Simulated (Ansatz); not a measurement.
## What each rung costs, and what it gives

The pair of Cl⁻ (SMILES [Cl-], atom 1) and C$_{2}$H$_{4}$ (SMILES C=C, atoms 2–7), both closed shells, in one local arrangement (a lower one may exist), relaxed at PBE0-D4/def2-TZVPD:

```
atom    x (Å)    y (Å)    z (Å)
 Cl1  -0.0454  -0.0296  -3.4041
  C2  -0.2476   0.4297   1.0076
  C3   0.2619  -0.4187   0.1255
  H4  -0.7982   1.3079   0.6831
  H5  -0.1399   0.2886   2.0806
  H6   0.8119  -1.2949   0.4630
  H7   0.1571  -0.2828  -0.9556
```

Interaction energies are counterpoise-corrected; the time is that of the whole pair.

Program: Ansatz 0.2.0. Basis: as named in each row. Cores are frozen in the correlated methods. B3LYP uses VWN-RPA correlation. Extrapolation: Hartree–Fock as exp(−7.88 √X), correlation as X^−2.97.

Times are rough, for one single point on 2 threads of a shared host (Arm Neoverse V2).

The estimate by CCSD(T) at an estimated basis limit (MP2 extrapolated from triple and quadruple zeta, plus CCSD(T) − MP2 in triple zeta) is -21.9 kJ/mol.

```csv
method,basis,time (s),interaction energy (kJ/mol),method less estimate
HF,STO-3G,under 1,-10.9,11.1
PBE-D4,STO-3G,under 1,-32.0,-10.1
B3LYP-D4,6-31G,under 1,-25.2,-3.3
SPW92,def2-SVP,under 1,-40.3,-18.4
PBE0-D4,def2-SVP,under 1,-31.2,-9.2
PBE-D4,def2-SVP,under 1,-33.4,-11.5
CCSD(T),def2-SVP,under 1,-18.5,3.4
revPBE-D4,def2-TZVPPD,2,-25.6,-3.6
BLYP-D4,def2-TZVPPD,2,-23.2,-1.3
PBE-D4,def2-TZVPPD,2,-25.4,-3.4
PBE0-D4,def2-TZVPPD,2,-24.4,-2.5
wB97M-V,def2-SVP,2,-27.3,-5.4
B3LYP-D4,def2-TZVPPD,2,-23.3,-1.4
HSE06-D4,def2-TZVPPD,2,-24.5,-2.6
r2SCAN-D4,def2-TZVPPD,3,-22.6,-0.6
B2PLYP,def2-TZVPPD,4,-18.9,3.0
B97M-V,def2-TZVPPD,6,-22.2,-0.2
wB97X-V,def2-TZVPPD,6,-21.4,0.5
wB97M-V,def2-TZVPPD,7,-21.6,0.3
MP2,def2-QZVPPD,13,-21.8,0.1
CCSD(T),def2-TZVPPD,36,-19.9,2.0
```

No T1 diagnostic of these runs exceeds 0.011.
